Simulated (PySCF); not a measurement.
```xyz
3
charge 0 multiplicity 2, angstrom
As    0.0000    0.0000   -1.2137
I     1.9873    0.0000    0.3585
I    -1.9873    0.0000    0.3585
```

All numbers come from PySCF, UPBE0, basis As def2-SVP, I def2-SVP with ECP28 (scalar-relativistic core potentials, no spin–orbit coupling, density fitting).

This geometry of AsI₂ is a stationary point at this level.

**Question.** What is the point group?

**Answer.** C2v.

**Question.** Is it a minimum?

**Answer.** Yes: all harmonic wavenumbers are real.

**Question.** What are the dipole moment and the gap between the highest occupied and lowest empty levels of either spin?

**Answer.** 0.69 D and 2.87 eV.

**Question.** Give the ideal-gas entropy at 298.15 K and 1 bar by parts.

**Answer.** translation 181.1, rotation 121.4, vibration 31.3, spin 5.8; total 339.6 J/(mol K).

**Question.** What is the atomisation energy, with and without zero-point energy?

**Answer.** 445 kJ/mol without, 442 kJ/mol with.

This need not be the most stable arrangement of these atoms. With an element this heavy the missing spin–orbit coupling can shift these numbers.
